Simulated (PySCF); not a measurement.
# Nuclear quadrupole coupling in `[SiH3][Ge@@H]([GeH3])[O][GeH3]`

Species: Ge3H10OSi.
Numbering: `[SiH3:1][Ge@@H:2]([GeH3:3])[O:4][GeH3:5]` (hydrogens: H6, H7, H8 on Si1; H9 on Ge2; H10, H11, H12 on Ge3; H13, H14, H15 on Ge5)

Cartesian coordinates in Å at the PBE0-D3(BJ)/def2-SVP level; atoms count from 1:
```xyz
15
Ge3H10OSi angstrom
Si    -1.208    1.505   -1.941
Ge    -0.219    0.797    0.110
Ge    -1.471   -0.976    1.218
O      1.396    0.196   -0.375
Ge     2.531   -0.867    0.482
H     -0.356    2.537   -2.603
H     -2.563    2.080   -1.675
H     -1.351    0.321   -2.841
H     -0.019    1.969    1.105
H     -1.552   -2.223    0.319
H     -0.815   -1.371    2.555
H     -2.903   -0.482    1.504
H      3.078   -0.144    1.730
H      1.792   -2.155    0.906
H      3.655   -1.179   -0.517
```

Field gradients from the PBE0/pcSseg-1 density (PySCF, non-relativistic), principal values in atomic units, ordered |Vxx| ≤ |Vyy| ≤ |Vzz|:

| atom | Vxx | Vyy | Vzz |
| --- | --- | --- | --- |
| Ge2 | -0.4502 | -0.8937 | 1.3439 |
| Ge3 | -0.0591 | -0.1107 | 0.1698 |
| O4 | -0.2906 | -1.0756 | 1.3661 |
| Ge5 | -0.6488 | -0.7620 | 1.4108 |

Q: Find the asymmetry η = (Vxx − Vyy)/Vzz and the couplings χ = eQV/h (234.96 MHz × Q in barn × V in au), with Q(73Ge) = −0.196 b, Q(17O) = −0.0256 b.

A: 
```json
{"atom": "Ge2", "environment": "germanium bonded to Ge, O, Si and H", "nucleus": "73Ge", "η": "0.33", "χzz (MHz)": "-61.89", "χxx (MHz)": "20.74", "χyy (MHz)": "41.16"}
{"atom": "Ge3", "environment": "germanium bonded to Ge and 3 H", "nucleus": "73Ge", "η": "0.30", "χzz (MHz)": "-7.82", "χxx (MHz)": "2.72", "χyy (MHz)": "5.10"}
{"atom": "O4", "environment": "oxygen bonded to 2 Ge", "nucleus": "17O", "η": "0.57", "χzz (MHz)": "-8.22", "χxx (MHz)": "1.75", "χyy (MHz)": "6.47"}
{"atom": "Ge5", "environment": "germanium bonded to O and 3 H", "nucleus": "73Ge", "η": "0.08", "χzz (MHz)": "-64.97", "χxx (MHz)": "29.88", "χyy (MHz)": "35.09"}
```

The tensor is traceless: Vxx + Vyy + Vzz = 0.

Q: What is Vzz at Ge2 in SI units (1 au = 9.71736 × 10²¹ V/m²)?

A: 1.3439 au = 13.059 × 10²¹ V/m².

Q: And the gradient at the other heavy atoms, for which no coupling is worked out here?

A: 
```csv
atom,environment,Vzz (au),η
Si1,SiH3 silicon,0.120,0.28
```

Q: What couplings would deuterons (Q(2H) = 0.00286 b) have in place of the hydrogens, at this geometry?

A: 
| atom | bonded to | bond length (Å) | Vzz (au) | η | χzz (kHz) |
| --- | --- | --- | --- | --- | --- |
| H6 | Si1 | 1.494 | 0.1420 | 0.01 | 95 |
| H7 | Si1 | 1.496 | 0.1404 | 0.00 | 94 |
| H8 | Si1 | 1.494 | 0.1416 | 0.01 | 95 |
| H9 | Ge2 | 1.550 | 0.1282 | 0.04 | 86 |
| H10 | Ge3 | 1.539 | 0.1344 | 0.01 | 90 |
| H11 | Ge3 | 1.541 | 0.1341 | 0.01 | 90 |
| H12 | Ge3 | 1.541 | 0.1337 | 0.01 | 90 |
| H13 | Ge5 | 1.543 | 0.1298 | 0.02 | 87 |
| H14 | Ge5 | 1.544 | 0.1290 | 0.04 | 87 |
| H15 | Ge5 | 1.536 | 0.1335 | 0.03 | 90 |

Geometry: PBE0-D3(BJ)/def2-SVP, one conformer, isolated molecule. The calculation is non-relativistic, for germanium too. The basis is small and wasn't made for field gradients, so the couplings can be 20 % off.
